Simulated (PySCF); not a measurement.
C9H10.
Cartesian coordinates in Å at the PBE0-D3(BJ)/def2-SVP level; atoms count from 1:
```xyz
19
C9H10 angstrom
C      2.7525    1.5509    0.0417
C      1.7928    0.8131   -0.0131
C      0.6463   -0.0898   -0.0986
C      1.1098   -1.5367   -0.2067
C     -0.4103    0.2804    0.9454
C     -1.7851    0.0099    0.3379
C     -1.5852   -0.4892   -1.0819
C     -0.3869    0.4745   -1.1339
C     -1.0469    1.2849    0.0370
H      3.6037    2.2035    0.0941
H      0.2581   -2.2299   -0.1812
H      1.7736   -1.7848    0.6346
H      1.6716   -1.6987   -1.1394
H     -0.2658    0.3498    2.0255
H     -2.6559   -0.1188    0.9842
H     -2.3941   -0.1259   -1.7334
H     -1.4138   -1.5604   -1.2777
H     -0.0158    0.8779   -2.0838
H     -1.3029    2.3341    0.1755
```

Computed with PySCF at wB97X-D/def2-SVPD, non-relativistic, on one gas-phase PBE0-D3(BJ)/def2-SVP geometry that isn't relaxed in the solvent. The solvent is an IEF-PCM continuum (Bondi radii, 1.10 Å for H, scaled by 1.2), and excitations are vertical TDDFT with non-equilibrium linear response and a frozen core. Only the electrostatic response of the medium enters.

Gas-phase singlets (H = HOMO, L = LUMO):

```tsv
state	E (eV)	λ (nm)	f	leading configurations
S1	6.534	190	0.000	H→L+5 34%, H-1→L+5 10%
S2	6.801	182	0.009	H→L+3 23%, H-2→L+5 19%
S3	6.823	182	0.000	H-2→L+3 34%, H-2→L+4 16%
S4	7.515	165	0.055	H→L 54%, H→L+1 27%
S5	7.624	163	0.036	H-1→L 61%, H→L+1 11%
```

Give the list for chloroform (ε = 4.711), n² = 2.09.

```tsv
state	E (eV)	λ (nm)	f	leading configurations	change by rank (eV)
S1	6.578	188	0.000	H-1→L+4 13%, H→L+4 13%	+0.044
S2	6.833	181	0.015	H→L+2 16%, H-2→L+4 15%	+0.032
S3	6.867	181	0.001	H-2→L+2 42%, H-2→L+3 20%	+0.044
S4	7.490	166	0.084	H→L 50%, H-1→L+1 15%	-0.025
S5	7.637	162	0.052	H-1→L 47%, H→L 20%	+0.013
```

Give the list for water (ε = 78.36), n² = 1.78.

```tsv
state	E (eV)	λ (nm)	f	leading configurations	change by rank (eV)
S1	6.599	188	0.000	H-1→L+4 20%, H-1→L+1 16%	+0.065
S2	6.861	181	0.015	H-1→L+2 25%, H-2→L+4 16%	+0.060
S3	6.897	180	0.001	H-2→L+2 57%	+0.074
S4	7.492	165	0.079	H→L 47%, H-1→L 19%	-0.023
S5	7.650	162	0.051	H-1→L 40%, H→L 25%	+0.026
```

How do the frontier levels move from gas to water?

```tsv
orbital	gas (eV)	solvent (eV)	change (eV)	Löwdin shares, gas	Löwdin shares, solvent
LUMO+2	2.86	2.87	+0.01	C9 16 %, H19 15 %, C4 11 %, H15 9 %	C1 31 %, C2 26 %, H10 9 %, C3 6 %
LUMO+1	2.76	2.70	-0.06	C1 34 %, C2 9 %, H10 9 %, C6 6 %	C1 32 %, C2 14 %, H10 7 %, C6 6 %
LUMO	2.31	2.32	+0.01	C1 12 %, C4 11 %, C7 9 %, C2 7 %	C1 24 %, C2 11 %, C4 10 %, H18 5 %
HOMO	-9.11	-9.17	-0.06	C1 24 %, C2 20 %, C5 11 %, C8 10 %	C9 24 %, C5 14 %, C6 10 %, C8 9 %
HOMO-1	-9.30	-9.36	-0.06	C9 18 %, C6 16 %, C1 14 %, C5 12 %	C1 20 %, C2 17 %, C6 14 %, C5 12 %
HOMO-2	-9.61	-9.81	-0.20	C1 33 %, C2 33 %, C9 8 %	C1 35 %, C2 33 %, C9 5 %
HOMO-3	-10.17	-10.17	0.00	C5 23 %, C6 22 %, C9 11 %, C7 8 %	C5 20 %, C6 18 %, C2 10 %, C9 10 %
```

The HOMO–LUMO gap goes from 11.42 to 11.48 eV. Rows go by rank; for HOMO-2, HOMO-1, HOMO, LUMO+1 and LUMO+2 the atom shares or the degeneracy differ between the runs, so the row needn't follow one orbital.

The run took 78 s on one thread, x86-64 server, no GPU, shared host. This is the whole response run at wB97X-D/def2-SVPD in water, SCF included.
